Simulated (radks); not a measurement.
Problem. Ag15+, 32 electrons, occupied as [Ar] 3d10 4s2 4p2. Method: scalar-relativistic Kohn-Sham, Slater X-alpha with alpha = 0.818, spin-polarised, spherical densities, point nucleus; open shells are filled with parallel spins first (spin-orbit coupling, left out, can overturn this in heavy ions); computed with a radial shooting solver on a logarithmic mesh with Libxc functionals. Some entries of the table are withheld. Estimate them.

| orbital | occ. | eigenvalue (Ry) | r(max) (bohr) | <r^2> (bohr^2) |
|---|---|---|---|---|
| 1s up | 1 | -1894.129 | 0.02016 | 0.001307 |
| 1s down | 1 | -1894.060 | 0.02016 | 0.001307 |
| 2s up | 1 | -303.3622 | 0.1138 | 0.02137 |
| 2s down | 1 | -303.3166 | 0.1138 | 0.02137 |
| 2p up | 3 | -275.5032 | 0.09088 | 0.01679 |
| 2p down | 3 | -275.4406 | 0.09089 | 0.01679 |
| 3s up | 1 | -77.26592 | 0.3304 | 0.1520 |
| 3s down | 1 | -77.17983 | 0.3304 | 0.1516 |
| 3p up | 3 | -68.05107 | 0.3228 | 0.1522 |
| 3p down | 3 | -67.95662 | 0.3228 | 0.1518 |
| 3d up | 5 | -53.55293 | (1) | 0.1351 |
| 3d down | 5 | -53.46031 | (2) | 0.1345 |
| 4s up | 1 | -30.47461 | 0.7698 | 0.7263 |
| 4s down | 1 | -29.97091 | 0.7673 | 0.7256 |
| 4p up | 2 | -27.33680 | 0.7977 | 0.7885 |
| 4p down | 0 | -26.83251 | 0.7954 | 0.7895 |

Solution. 
(1) 3d up r(max) (bohr): 0.2694
(2) 3d down r(max) (bohr): 0.2694
